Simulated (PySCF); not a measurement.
Al(GeH3)(H)(Me) (CH7AlGe), SMILES [CH3][AlH][GeH3].

Coordinates come from a PBE-D3(BJ)/def2-SVP optimisation. The structure was generated by enumeration; whether it is a known compound was not checked.

All values below come from B3LYP/def2-TZVPD (PySCF).

The molecule is in vacuum.

Computed frontier levels, gap, dipole moment and polarisability:
The highest occupied level comes out as -7.19 eV, the lowest empty level is -1.93 eV and the orbital gap comes out as 5.26 eV. The dipole moment is 0.262 e·Å and the quadrupole, principal values (traceless, Buckingham form, about the centre of nuclear charge) is -4.62, -1.60, 6.22 D·Å. The mean static polarisability is 82.5 bohr³ (12.22 Å³). The polarisability, principal values comes out as 67.1, 78.2, 102.1 bohr³.
